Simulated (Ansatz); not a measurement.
Ideal-gas functions of C$_{2}$H$_{3}$Te (`C=C[Te]`) radical at 400 K and 1 bar, from an Ansatz frequency run at PBE0-D4/def2-TZVP.

Molar mass 154.65 g/mol, point group Cs (symmetry number 1), electronic degeneracy 2, moments of inertia 9.6, 153.881, 163.481 u Å². Harmonic wavenumbers (cm⁻¹, unscaled): 300, 407, 565, 982, 998, 1009, 1272, 1396, 1592, 3135, 3183, 3234.

Use S(trans) = R[1.5 ln M + 2.5 ln T − 1.1517]; rotational temperatures θ = 24.2544 K / I; S(rot) = R[ln(√π/σ · √(T³/θAθBθC)) + 1.5]; for each mode x = 1.438777 ν̃/T, S = R[x/(eˣ − 1) − ln(1 − e⁻ˣ)] and H = RT x/(eˣ − 1); 1 cm⁻¹ = 0.0119627 kJ/mol; R = 8.31446 J/(mol·K).

Question: By hand: the entropy, in J/(mol·K).

Answer: Translation 177.8. Rotation: θ = 2.5265, 0.1576, 0.1484 K, giving 103.7. Vibration, mode by mode: 8.07, 5.85, 3.72, 1.13, 1.08, 1.05, 0.48, 0.33, 0.18, 0.00, 0.00, 0.00, in all 21.9. Electronic 5.8. Sum 309.2 J/(mol·K).

Question: By hand: H − E and G − E in kJ/mol, counted from the electronic energy.

Answer: Zero-point energy ½ × 18073 × 0.0119627 = 108.1; thermal vibration 5.7; translation, rotation and pV give 4 RT = 13.3. H − E = 127.1 kJ/mol, and G − E = 127.1 − 400 × 309.2/1000 = 3.4 kJ/mol.

Vibration gives 7 % of the entropy.
